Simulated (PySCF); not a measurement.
Energy of Ti²⁺ (titanium, charge +2) between two integer charges

The 3d alpha orbital of [Ar] 3d2 is emptied in steps (occupation f), with all orbitals relaxed, ending at [Ar] 3d1. Calculation: PySCF 2.14, in jorge-DZP-DKH (8s6p2d1f, 43 functions); scalar relativity by spin-free X2C-1e. The exact energy is a straight line in f; departures are measured from the line between the end points of the same method.

Problem. Among PBE0, r2SCAN, LC-wPBE, which shows the largest delocalisation error (convex curve), and which is closest to linear?

Solution. Most convex: r2SCAN (-1.741 eV at f = 0.5); closest to linear: LC-wPBE (-0.607 eV).

```
   f  PBE0 (eV)  r2SCAN (eV)  LC-wPBE (eV)
   1      0.000        0.000         0.000
0.75     -0.972       -1.294        -0.447
 0.5     -1.305       -1.741        -0.607
0.25     -0.985       -1.316        -0.463
   0      0.000        0.000         0.000
```

| method | E(f=0) − E(f=1) (eV) | −ε at f=1 (eV) | −ε at f=0.5 (eV) |
| --- | --- | --- | --- |
| PBE0 | 27.877 | 22.736 | 27.841 |
| r2SCAN | 27.984 | 21.154 | 27.924 |
| LC-wPBE | 27.947 | 25.613 | 27.903 |

Reference removal energy between the ground levels: 27.492 eV (measured; NIST Atomic Spectra Database, ionization energies). The calculation has no spin-orbit coupling.
